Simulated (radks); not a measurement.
Valence configurations of Ho (all share [Xe]). All-electron calculation, scalar-relativistic Kohn-Sham, PBE, spin-polarised, spherical densities, point nucleus; open shells are filled with parallel spins first (spin-orbit coupling, left out, can overturn this in heavy ions). Program: a radial shooting solver on a logarithmic mesh with Libxc functionals. Energies are relative to 4f11 6s2; eigenvalues in eV for spin up.

| valence | E (eV) | moment (Bohr magnetons) | e(4f) | e(5d) | e(6p) | e(6s) |
|---|---|---|---|---|---|---|
| 4f11 6s2 | 0.000 | 3 | -4.155 | - | - | -3.830 |
| 4f11 5d1 6s1 | 2.206 | 5 | -3.307 | -1.096 | - | -3.986 |
| 4f10.5 5d0.5 6s2 | 0.898 | 4 | -7.317 | -1.842 | - | -4.236 |
| 4f10 5d1 6s2 | 2.820 | 5 | -10.642 | -2.510 | - | -4.536 |
| 4f11 6s1.5 6p0.5 | 1.184 | 4 | -4.838 | - | -1.692 | -4.464 |
| 4f9 5d2 6s2 | 10.048 | 7 | -17.786 | -3.798 | - | -4.967 |
| 4f10.5 5d0.5 6s1.5 6p0.5 | 2.084 | 5 | -7.970 | -2.472 | -1.826 | -4.833 |

NIST lists [Xe] 4f11 6s2 as the ground configuration; this level of theory agrees among the configurations tried. The energies are those of spherical high-spin densities, not of single terms. No valid solution was reached for [Xe] 4f13; [Xe] 4f11.5 6s1.5; [Xe] 4f12 6s1.
